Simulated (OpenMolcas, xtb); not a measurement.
A ladder of methods for GaHClOF (SMILES [OH][Ga]([F])[Cl])

GaHClOF has 5 atoms, charge 0, and is taken as a singlet. SMILES: `[OH][Ga]([F])[Cl]`. The coordinates come from a PBE0-D4/def2-TZVP relaxation. This is one conformer, not always the lowest.

Each level gives the vertical electron affinity (to the doublet anion) (eV). The values are calculated.

The electron affinity is E(neutral) − E(anion): positive where the electron is bound.

| level | kind | program | value (eV) | CPU time (all runs) |
| --- | --- | --- | --- | --- |
| GFN1-xTB | semi-empirical | xtb | 3.97 | under 2 s |
| HF/def2-SVPD | Hartree–Fock | OpenMolcas | -0.60 | 87 s |
| SVWN5/def2-SVPD | LDA | OpenMolcas | 0.64 | 2.2 min |
| PBE/def2-SVPD | GGA | OpenMolcas | 0.45 | 2.9 min |
| TPSS/def2-SVPD | meta-GGA | OpenMolcas | 0.29 | 3.5 min |
| r2SCAN/def2-SVPD | meta-GGA | OpenMolcas | 0.29 | 3.4 min |
| PBE0/def2-SVPD | global hybrid | OpenMolcas | 0.29 | 2.6 min |

All-electron rows without a relativistic Hamiltonian named are non-relativistic. The anion's HOMO is positive in HF/def2-SVPD, SVWN5/def2-SVPD, PBE/def2-SVPD, TPSS/def2-SVPD, r2SCAN/def2-SVPD, PBE0/def2-SVPD: a fault of the level (basis or self-interaction), which says nothing on whether the real anion is bound. The values span -0.60 to 3.97 eV. The xTB values lack the empirical shift that such differences need. In so small a basis fixed costs decide the times, and correlated methods can beat functionals. Times are those of the runs behind each value, whatever else they computed, on shared processors of several kinds: orders of magnitude only.
